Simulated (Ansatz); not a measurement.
Cartesian coordinates in Å:
```
Cl -1.841 0.256 1.436
Si -0.325 0.379 0.065
Se 0.818 -1.577 0.217
H -0.920 0.562 -1.279
H 0.525 1.541 0.409
H 1.744 -1.161 -0.848
```

The species carries charge 0 and has multiplicity 1.

List the PBE0/def2-TZVPP orbital energies in eV (Ansatz). (Best estimate.)

Ansatz gave: Occupied: -12361.80, -2767.62, -1804.26, -1584.61, -1421.64, -1421.61, -1421.56, -259.47, -215.03, -197.75, -197.62, -197.61, -158.61, -158.52, -158.35, -146.44, -101.15, -101.10, -101.05, -58.63, -58.60, -58.45, -58.38, -58.36, -23.42, -20.01, -15.07, -11.76, -11.10, -11.04, -10.00, -9.21, -8.92, -7.34. Lowest empty: -0.37, -0.05, 0.16, 1.24, 1.51, 3.41, 3.99, 4.38.
